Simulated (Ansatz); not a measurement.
Several settings on one geometry of Al8As7H22⁻, a nanocrystal cut from wurtzite AlAs (hydrogen-capped) (that of the charge -1 singlet, PBE-D4/def2-SVP). Ansatz on 2 threads of AMD EPYC 7R13 on a shared host and a share (18 GiB) of an NVIDIA H100 80GB HBM3; times are rough.

```xyz
37

As    0.7593   -4.1254   -0.9342
Al    0.3679   -4.3839    1.5797
Al    0.7185   -1.8935   -2.1067
As   -1.2197   -0.7040   -1.0950
As    0.7223   -1.9607    2.0674
Al   -1.3632   -0.7869    1.4194
Al   -1.2775    1.5691   -2.1072
As   -3.1890    2.7248   -0.9373
As   -1.3389    1.6063    2.0666
Al   -3.6159    2.5057    1.5744
As    2.6242   -0.6965   -1.0980
Al    3.0072   -1.1699    1.3556
Al    2.8100    1.6199   -2.0675
As    0.7123    2.6192   -1.0974
Al    0.4876    3.1909    1.3550
H    -0.1338   -5.0961   -1.7087
H     2.0908   -4.7577   -1.3362
H    -1.1757   -4.8326    1.6890
H     1.5281   -5.3385    2.1560
H     0.6492   -2.0725   -3.6983
H    -2.4621   -1.4213   -1.6196
H     0.7002   -1.8750    3.5945
H    -2.6949   -1.5569    1.8717
H    -1.4661    1.5974   -3.6990
H    -4.4755    2.4460   -1.7160
H    -3.0619    4.1945   -1.3339
H    -1.2775    1.5459    3.5939
H    -4.7740    1.3900    1.6765
H    -3.8681    3.9855    2.1547
H     3.7786   -1.4412   -1.7731
H     3.9764   -2.4583    1.4093
H     3.3932    0.1768    2.1337
H     2.6209    1.5119   -3.6659
H     4.1033    2.3656   -1.4706
H     0.6461    3.9907   -1.7739
H     1.8457    2.8576    2.1376
H    -0.1478    4.6732    1.4030
```

Totals from different functionals, basis sets or treatments of relativity can't be compared as stabilities.

HSE06 is defined as in plane-wave codes, on full-range PBE exchange. Correlated methods freeze 103 core orbitals; core or outer-core shells of As are correlated, in sets that lack core-valence functions. A multiply charged anion in the gas phase is held together partly by the finite basis.

The spins typed aren't always the lowest for that charge.

Question: Give the basis size and estimate the energy, ⟨S²⟩ and time of these runs.

| run | method | charge | state | further keys |
| --- | --- | --- | --- | --- |
| 1 | RKS B2PLYP/def2-SVP | -1 | singlet | fitting: {mean_field: def2-universal-jkfit}; forces asked |
| 2 | RKS CAM-B3LYP-D3(BJ)-ATM/def2-SVPD | -1 | singlet | fitting: {mean_field: def2-universal-jkfit} |
| 3 | UKS r2SCAN0/def2-mTZVP | -2 | doublet | fitting: {mean_field: def2-universal-jkfit}; scf: {lower_state_search: light} |
| 4 | RKS HSE06-D3(BJ)-ATM/def2-TZVP | -1 | singlet | fitting: {mean_field: def2-universal-jkfit}; scf: {omitted_lower_state_checks: [starts]}; forces asked |

Answer: 
| run | functions | energy (Eh) | ⟨S²⟩ | wall time |
| --- | --- | --- | --- | --- |
| 1 | 478 | -17598.0118 | – | 24 s |
| 2 | 634 | -17602.6607 | – | 10 s |
| 3 | 494 | -17603.7874 | 0.75 | 50 s |
| 4 | 764 | -17601.5539 | – | 16 s |

The highest occupied level of an anion often lies above zero with these methods, and sets without diffuse functions describe the outer electron poorly.
